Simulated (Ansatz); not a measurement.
Geometry optimisation, RKS revPBE/def2-SVP in Ansatz.

Input:

```yaml
crystal:
  periodic: [false, false, false]
  atoms:
    - { symbol: Hf, position_ang: [0.14026, 0.066012, -0.20976] }
    - { symbol: F, position_ang: [-0.075051, -0.043052, 1.733611] }
    - { symbol: F, position_ang: [2.023972, -0.051562, -0.472258] }
    - { symbol: Cl, position_ang: [-0.476367, 2.157709, -1.11739] }
    - { symbol: Cl, position_ang: [-0.738074, -1.809067, -1.354498] }
    - { symbol: S, position_ang: [-3.279007, 0.109966, 1.318321] }
    - { symbol: H, position_ang: [-3.406276, -1.236427, 1.114418] }
    - { symbol: H, position_ang: [-2.167459, -0.066379, 2.132056] }
basis:
  gaussian: { orbitals: def2-SVP }
hamiltonian:
  xc: revpbe
relax:
  f_tol: 0.03
  max_steps: 50
output:
  orbitals: {}
```

Run as:

```bash
$ ansatz run input.yaml --threads 4 --pin off --max-ram 5120MiB --backend cpu --events-out ev --progress --plain --runs-dir out
```

Question: Where does it end, and by what steps?

Answer: It converged. The force dipped under the threshold on the way, but the program's further checks kept it going. After 20 steps the energy has fallen by 0.233 eV; H8 moved furthest, 0.92 Å. Joined: Hf1–S6 (3.75 → 3.02 Å).

| step | energy less start (eV) | largest force component (eV/Å) | accepted |
| --- | --- | --- | --- |
| 0 | 0.0000 | 0.664 | yes |
| 1 | -0.0536 | 0.463 | yes |
| 2 | -0.0965 | 0.734 | yes |
| 3 | -0.1741 | 0.557 | yes |
| 4 | -0.1900 | 0.359 | yes |
| 5 | -0.2005 | 0.170 | yes |
| 6 | -0.2045 | 0.028 | yes |
| 7 | -0.2056 | 0.023 | yes |
| 8 | -0.2064 | 0.033 | yes |
| 9 | -0.2067 | 0.054 | yes |
| 10 | -0.2116 | 0.141 | yes |
| 11 | -0.1615 | 1.301 | no |
| 12 | -0.2170 | 0.018 | yes |
| 13 | -0.2195 | 0.247 | yes |
| 14 | -0.2229 | 0.194 | yes |
| 15 | -0.2087 | 0.728 | no |
| 16 | -0.2274 | 0.057 | yes |
| 17 | -0.2289 | 0.230 | yes |
| 18 | -0.2262 | 0.337 | no |
| 19 | -0.2318 | 0.052 | yes |
| 20 | -0.2328 | 0.006 | yes |

```xyz
8
Properties=species:S:1:pos:R:3
Hf -0.007 -0.031 -0.105
F 0.228 -0.398 1.769
F 1.827 0.000 -0.648
Cl -0.661 2.198 -0.644
Cl -0.819 -1.839 -1.431
S -2.886 -0.103 0.795
H -2.886 -1.299 1.450
H -2.775 0.599 1.959
```

Whether the end is a true minimum wasn't checked by a vibrational analysis.

The run took 49 s on 4 threads of Arm Neoverse V1, on a shared host, peak memory 0.2 GiB.
